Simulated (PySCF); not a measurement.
Compound: C₅H₃F₂O₂ (charge -1).
SMILES with atom numbers: `[CH3:1][C:2]#[C:3][C:4]([F:5])([F:6])[C:7](=[O:8])[O-:9]` (hydrogens: H10, H11, H12 on C1)

Structure optimised with GFN2-xTB, isolated species.

Task: Give the optimised bond lengths and angles.

Result: 
```
                  bond  length (Å)          order
                 C1–C2       1.449         single
                 C2≡C3       1.202         triple
                 C3–C4       1.439         single
          C4–F5, C4–F6       1.381         single
                 C4–C7       1.668         single
          C7=O8, C7–O9       1.220  double/single
C1–H10, C1–H11, C1–H12       1.091         single
```

Bonds in one row agree within 0.01 Å and their mean is given. Orders are formal, as drawn. A selection of angles:
```
   angle  degrees
C1–C2–C3    179.7
C2–C3–C4    173.9
C3–C4–F5    111.1
C3–C4–C7    108.7
F5–C4–F6    103.9
F5–C4–C7    111.1
C4–C7–O8    112.8
O8–C7–O9    134.3
```

Torsions: C3–C4–C7–O8 88° (synclinal). The mirror-image conformer, all signs reversed, is as good.

The 4 C–C bonds span 1.202 Å (C2≡C3, drawn triple) to 1.668 Å (C4–C7, drawn single), a spread of 0.466 Å. C7 (carboxylate carbon) is planar (angles 134.3°, 112.8° and 112.8°, sum 360.0°, 0.01 Å off the plane of its three neighbours).

Stationary, but not proved a minimum.

All values are computed, not measured.
